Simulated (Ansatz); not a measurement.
`N[SiH](N)[SiH3]` + HBr → `N[SiH]([SiH3])Br` + NH₃ at 500 K and 1 bar (ligand exchange at the Si–N bond).

Gas-phase electronic energies from Ansatz, PBE0-D4/def2-TZVP geometries. CCSD(T)/CBS adds triple-zeta CCSD(T) − MP2 to the extrapolated MP2 energy (def2 sets, frozen cores). This one scheme is used for every species. For Br outer-core shells are correlated without core-valence functions, which leaves a few kJ/mol of doubt a bond. Scalar relativity is left out up to krypton. Each species was taken in one conformer, which may not be the lowest.

```csv
species,CCSD(T)/CBS energy (Eh),H − E (kJ/mol),S (J/(mol·K))
`N[SiH](N)[SiH3]`,-692.43145,280.2,437.6
HBr,-2573.91920,30.5,213.7
`N[SiH]([SiH3])Br`,-3209.86330,211.1,437.3
NH₃,-56.50880,108.2,211.8
```

H − E and S are ideal-gas, rigid-rotor, harmonic terms from PBE0-D4/def2-TZVP, for one conformer and one mirror image of each species. 1 Eh = 2625.50 kJ/mol, R = 8.31446 J/(mol·K).

Q: By hand: ΔE, ΔH, ΔS and ΔG.

A: ΔE = (-3209.86330) + (-56.50880) − (-692.43145) − (-2573.91920) = -0.02145 Eh = -56.3 kJ/mol. Δ(H − E) = 211.1 + 108.2 − 280.2 − 30.5 = 8.6, so ΔH = -47.7 kJ/mol. ΔS = 437.3 + 211.8 − 437.6 − 213.7 = -2.2 J/(mol·K). ΔG = -47.7 − 500 × (-2.2)/1000 = -46.6 kJ/mol.

Q: By hand: the equilibrium constant, and the temperature at which ΔG would vanish if ΔH and ΔS stayed fixed.

A: log₁₀ K = −ΔG/(RT ln 10) = 4.9. ΔG = 0 at ΔH/ΔS = 21682 K, far beyond where these terms or the molecules hold.

The number of gas molecules stays the same, so ΔS is small and ΔH decides. A doubt of 5 kJ/mol in ΔE shifts log₁₀ K by 0.5 here. Other conformers and mirror images would add mixing entropy, several J/(mol·K) or more a flexible species. These are equilibria of isolated gas molecules and say nothing of rates. Largest T1 diagnostic: 0.011 (customary marks: 0.02 for closed shells, 0.045 for open ones).
